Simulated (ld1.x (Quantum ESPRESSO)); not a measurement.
Pseudopotential generation for aluminium: TM semilocal, PBEsol, scalar-relativistic.

| Property | Result |
| --- | --- |
| Element | aluminium |
| Generator | ld1.x (Quantum ESPRESSO) 7.5 |
| Type | norm-conserving Troullier–Martins (semilocal form) |
| Functional | PBEsol |
| Relativity | scalar-relativistic |
| Frozen core | [Ne] |
| Valence charge | 3 |
| Reference configuration | 3s2 3p1 |
| Partial waves | 3s (bound): rc 2.05 bohr; 3p (bound): rc 2.75 bohr; 3d channel at -0.1 Ry: rc 2.50 bohr |
| Local potential | the d channel |
| Core correction | none |

- Cutoffs needed: 10 Ry and 30 Ry (the cutoffs (Ry, on a coarse ladder) from which the occupation-weighted sum of valence levels, in a spherical-Bessel basis at the reference potential, stays within 10 and 1 mRy of its value at 400 Ry)
- Ghost test: no extra level below or beside the all-electron valence levels (s, p, d tested); the semilocal form is local in each channel, so this says nothing of the separable form that plane-wave codes build from it (spherical-Bessel basis up to 400 Ry, 20 bohr box)
- Largest excitation error: +18 meV (all-electron minus pseudo) for 3s0 3p3, out of 7 test configurations
